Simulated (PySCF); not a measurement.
C5H10GaN.
SMILES: `CC#[N+][GaH2-][CH]1CC1`

Vertical excitations from PySCF (density fitting, frozen core in the response, grid level 2 and gas phase unless stated; continuum runs use non-equilibrium linear response for the excitations) on a GFN2-xTB geometry. Reference run:

```tsv
settings	S1, eV (f)	S2, eV (f)	S3, eV (f)	S4, eV (f)	S5, eV (f)	S6, eV (f)	T1, eV (Tamm–Dancoff)	mean α (au)
PBE0/def2-SVPD, full TDDFT, 6 singlets	5.07 (0.020)	5.13 (0.031)	5.41 (0.010)	5.65 (0.010)	5.69 (0.134)	6.12 (0.010)	4.86	97.4
```

Problem. What do these settings give: PBE0/cc-pVDZ, IEF-PCM chloroform, grid level 4, damping 0.1 at the start, DIIS from the seventh cycle, TDA, 6 singlets?

Solution. 
```json
{"settings": "PBE0/cc-pVDZ, IEF-PCM chloroform, grid level 4, damping 0.1 at the start, DIIS from the seventh cycle, TDA, 6 singlets", "S1, eV (f)": "5.90 (0.070)", "S2, eV (f)": "5.95 (0.029)", "S3, eV (f)": "6.37 (0.010)", "S4, eV (f)": "6.65 (0.132)", "S5, eV (f)": "6.76 (0.044)", "S6, eV (f)": "6.86 (0.061)", "T1, eV (Tamm–Dancoff)": "5.57", "mean α (au)": "103.4"}
```

S1 moves by +0.83 eV; basis, environment and response scheme change together, so the shift can't be laid on one. States are counted by energy in each run and needn't keep their character from row to row.

Problem. Which orbital pairs make up S1 in each run, and how does it sit against the orbital gap?

Solution. 
```json
{"settings": "PBE0/def2-SVPD, full TDDFT, 6 singlets", "S1 configurations (weight)": "H→L 0.64, H→L+1 0.33", "S1 (eV)": "5.07", "orbital gap (eV)": "6.03", "S1 − gap (eV)": "-0.96"}
{"settings": "PBE0/cc-pVDZ, IEF-PCM chloroform, grid level 4, damping 0.1 at the start, DIIS from the seventh cycle, TDA, 6 singlets", "S1 configurations (weight)": "H→L 0.81, H→L+1 0.16", "S1 (eV)": "5.90", "orbital gap (eV)": "6.84", "S1 − gap (eV)": "-0.94"}
```

The species at its GFN2-xTB geometry (one conformer only). Relativistic effects, spin–orbit coupling among them, are left out although an element past zinc is present.

The values belong to the conformer `[CH3:1][C:2]#[N+:3][GaH2-:4][CH:5]1[CH2:6][CH2:7]1`: N3–Ga4–C5–C6 64°.
